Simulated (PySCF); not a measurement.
Molecule: SMILES c1c(F)ccc(Br)c1. Atoms near the plane z = 0.8 Å, at the GFN2-xTB optimised geometry (x, y, z in Å): F1 (-1.3, -2.6, 0.0), C2 (-0.7, -1.4, 0.0), C3 (-1.4, -0.3, 0.0), C4 (-0.7, 0.9, 0.0), C5 (0.7, 1.0, 0.0), Br6 (1.6, 2.6, 0.0), C7 (1.4, -0.2, 0.0), C8 (0.7, -1.4, 0.0), H9 (-2.5, -0.3, 0.0), H10 (-1.3, 1.9, 0.0), H11 (2.5, -0.2, 0.0), H12 (1.3, -2.4, 0.0).

Level of theory: CAM-B3LYP/def2-TZVP run with PySCF. The values are rescaled to run from 0 to 1.

```
|444444444444444444444444444|
|444444444444444444444444444|
|444444444444444444444444444|
|444444444444444555554444444|
|444444444444444566655444444|
|444444444444445678865444444|
|444444444444445689975544444|
|444444444433344579865444444|
|444444444333333456655444444|
|444444444332222234544444444|
|444444444321110023444444444|
|444444444332110012334444444|
|444444444443221012233444444|
|444444445554432111233444444|
|444444455666543322233444444|
|444444455677655433334444444|
|444444445678776544444444444|
|444444444568876654444444444|
|444444444456666554444444444|
|444444433334555544444444444|
|444444433223444444444444444|
|444444433223444444444444444|
|444444443333444444444444444|
|444444444444444444444444444|
|444444444444444444444444444|
|444444444444444444444444444|
|444444444444444444444444444|
```
Scale: ten equal steps from 0.000 (start of '0') to 1.00 (end of '9'), in the order '0123456789'; x runs from -5.00 to 5.00, y from -5.00 (bottom) to 5.00 (top).

Question: Which quantity is mapped?
A. log10 of the electron density
B. electrostatic potential
C. Laplacian of the electron density
D. an orbital amplitude

Answer: D, an orbital amplitude. In full: HOMO amplitude (bohr^(-3/2)).
